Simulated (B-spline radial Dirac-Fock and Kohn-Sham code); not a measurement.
## Sb³⁺ 3s: cross section and angular parameters

System: Sb³⁺ in the configuration [Kr] 4d10 5s2; threshold 960.2 eV (orbital energy of the model). Model: Dirac-Hartree-Slater photoionisation with a Latter tail; cross sections with all multipoles, angular parameters from the dipole term and its interference with E2. Program: a radial atomic solver.

Input of the calculation (task.json; shells as n, l, electrons):

```json
{"items": [{
  "Z": 51,
  "q": 3,
  "cfg": [[1, 0, 2], [2, 0, 2], [2, 1, 6], [3, 0, 2], [3, 1, 6], [3, 2, 10], [4, 0, 2], [4, 1, 6], [4, 2, 10], [5, 0, 2]],
  "A": 121,
  "rrms": 4.6802,
  "do": "xps",
  "hv": [60.8, 87.0, 99.1, 107.0, 188.0, 192.0, 296.0, 300, 315.0, 476.0, 600, 699.0, 700.0, 814.0, 1750.0, 2880.0, 2984.4, 3300.0, 3370.0, 4540.0, 5414.7, 6000, 7320.0, 8280.0, 8330.0, 9251.7, 10000.0, 12000, 12100.0, 15000]
}]}
```

Command: `python xray2_run.py task.json out`

For linearly polarised light dσ/dΩ = σ/(4π) [1 + β P₂(cos θ) + (δ + γ cos²θ) sin θ cos φ], with θ from the polarisation vector and φ the angle between the beam and the projection of the electron momentum on the plane normal to the polarisation.

```
hν (eV)  σ (kb)      β       γ
   1750    35.9  1.988   0.265
   2880    15.7  1.990  -0.038
 2984.4    14.8  1.990  -0.051
   3300    12.4  1.991  -0.082
   3370    11.9  1.991  -0.086
   4540    6.82  1.991  -0.103
 5414.7    4.88  1.992  -0.065
   6000    3.99  1.992  -0.024
   7320    2.68  1.992   0.096
   8280    2.08  1.992   0.197
   8330       ?      ?       ?
 9251.7    1.65  1.992   0.304
  10000    1.40  1.992   0.387
  12000   0.948  1.991   0.613
  12100   0.931  1.991   0.624
  15000   0.580  1.991   0.949
```

Question: Give the values at 8330 eV.

Answer: σ = 2.05 kb, β = 1.992, γ = 0.203. For an s subshell δ is negligible.
